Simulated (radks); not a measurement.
The numbers below are computed, except where a source is named.
Problem. Ir IV, configuration [Xe] 4f14 5d6. Level of theory: scalar-relativistic Kohn-Sham, LB94 model potential, spin-polarised, spherical densities, finite nucleus; open shells are filled with parallel spins first (spin-orbit coupling, left out, can overturn this in heavy ions); Fermi nuclear charge, rms radius 5.4032 fm (a radial shooting solver on a logarithmic mesh with Libxc functionals). Some entries of the table are withheld. Estimate them.

orbital  occ.  eigenvalue (hartree)  <1/r> (bohr^-1)
1s down     1             -2807.429            92.25
1s up       1             -2807.429            92.25
2s up       1             -492.9669            21.61
2s down     1             -492.9637            21.61
2p up       3             -428.7933            19.40
2p down     3             -428.7913            19.40
3s up       1             -116.6757            8.004
3s down     1             -116.6724            8.004
3p up       3             -97.89309            7.348
3p down     3             -97.88937            7.348
3d up       5             -77.14586            6.933
3d down     5             -77.13909            6.933
4s up       1             -25.99692            3.409
4s down     1             -25.98523            3.408
4p up       3             -19.86299            3.087
4p down     3             -19.85370            3.086
4d up       5             -12.30113            2.764
4d down     5             -12.29545            2.762
5s down     1              -5.09931            1.399
5s up       1              -5.08741            1.394
4f up       7              -3.88372            2.331
4f down     7              -3.88366            2.328
5p up       3                   (1)            1.180
5p down     3                   (2)            1.188
5d up       5              -1.66198           0.8389
5d down     1              -1.63623           0.8510
6s up       0              -1.45779           0.5533
6s down     0              -1.41292           0.5525
6p up       0              -1.10227           0.4630
6p down     0              -1.06112           0.4585

Solution. 
(1) 5p up eigenvalue (hartree): -3.47095
(2) 5p down eigenvalue (hartree): -3.47053
